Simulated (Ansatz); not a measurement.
The same path of BFH$_{7}$NOSi$_{3}$ (14 atoms, charge 0, multiplicity 1) was run twice with different band settings. The coordinate that changes most is the dihedral Si5–O6–Si7–H14.

The calculation used RKS PBE/STO-3G in Ansatz 0.2.0.

Relaxed end points:

```xyz
14
Properties=species:S:1:pos:R:3
F -2.787 -0.871 1.787
B -1.527 -0.664 1.467
Si 0.163 -0.413 2.481
N 0.870 -0.437 0.862
Si -0.500 -0.551 -0.235
O -0.814 0.875 -1.161
Si 0.251 1.113 -2.486
H 0.682 -1.482 3.344
H 0.415 0.830 3.222
H 1.886 -0.393 0.625
H -0.332 -1.664 -1.194
H 1.628 1.390 -2.073
H -0.249 2.272 -3.214
H 0.301 -0.034 -3.396
```

```xyz
14
Properties=species:S:1:pos:R:3
F -2.803 -0.223 1.951
B -1.576 -0.400 1.510
Si 0.142 -0.992 2.315
N 0.695 -0.897 0.639
Si -0.679 -0.271 -0.263
O -0.489 1.344 -0.849
Si 0.501 1.485 -2.244
H 0.275 -2.339 2.883
H 0.879 -0.116 3.235
H 1.639 -1.164 0.280
H -0.991 -1.124 -1.430
H 0.435 2.880 -2.658
H 0.054 0.639 -3.353
H 1.904 1.148 -1.988
```

Common settings: climbing image yes; spring 5.0 eV/Å²; optimiser quadratic models (default); start path IDPP; force threshold 0.05 eV/Å; end points relaxed.

| run | movable images | iteration limit |
| --- | --- | --- |
| 1 | 5 | 57 |
| 2 | 3 | 60 |

Problem. What does each run give, and how far can it be trusted?

Solution. Run 1: converged after 5 iterations, highest image 0.050 eV above the first end. A vibrational analysis at the climbing image gives one clearly imaginary mode, 119i cm⁻¹: a first-order saddle point.
Run 2: converged after 5 iterations, highest image 0.050 eV above the first end. Another band between the same ends (5 images) ends at a top of the same energy, where a vibrational analysis finds 1 clearly imaginary mode. So few images can step over the top or miss a turn of the path.
Limits of this set-up: minimal basis.
